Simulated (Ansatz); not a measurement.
Reaction (formal hydrolysis of the Sn–Cl bond): `[NH2][SnH]([F])[Cl]` + H₂O → `[NH2][SnH]([OH])[F]` + HCl

Isolated molecules relaxed with PBE0-D4/def2-TZVP in Ansatz; ΔE leaves out vibrations. CCSD(T)/CBS adds triple-zeta CCSD(T) − MP2 to the extrapolated MP2 energy (def2 sets, frozen cores). This one scheme is used for every species. Functionals use def2-TZVPP. HSE06 is defined as in plane-wave codes. Elements past krypton have def2 core potentials. For Sn outer-core shells are correlated without core-valence functions, which leaves a few kJ/mol of doubt a bond. One conformer a species, not always the lowest.

**Question.** Is it downhill or uphill in electronic energy at CCSD(T)/CBS, and by how much? (An estimate is asked.)

**Answer.** Ansatz gave: Uphill: ΔE = +65.0 kJ/mol.

**Question.** What do these levels give: PBE-D4, B97M-V, r2SCANh-D4, PBE-QIDH, PBE, PBE0, r2SCANh, r2SCAN0, HSE06, HF/def2-SVP, CCSD/def2-SVP, SCS-MP2/def2-TZVPP? (An estimate is asked.)

**Answer.** Ansatz gave: PBE-D4 65.1, B97M-V 65.5, r2SCANh-D4 67.0, PBE-QIDH 67.6, PBE 63.8, PBE0 68.4, r2SCANh 66.6, r2SCAN0 68.9, HSE06 68.7, HF/def2-SVP 78.4, CCSD/def2-SVP 63.3, SCS-MP2/def2-TZVPP 60.0 kJ/mol.

Largest T1 diagnostic among the species: 0.014.

From PBE to PBE0 (25 % exact exchange), in def2-TZVPP and without D4, ΔE moves by +4.6 kJ/mol. Leaving LDA and LC-ωPBE aside and taking each functional with its dispersion term where it has one, the values, not all of them listed here, spread over 8.5 kJ/mol, from BLYP-D4 to HSE06-D4. In def2-TZVPP, CCSD(T) changes the Hartree–Fock value by −10.5 kJ/mol (the triples alone add −0.8 kJ/mol) and MP2 by −8.0 kJ/mol.
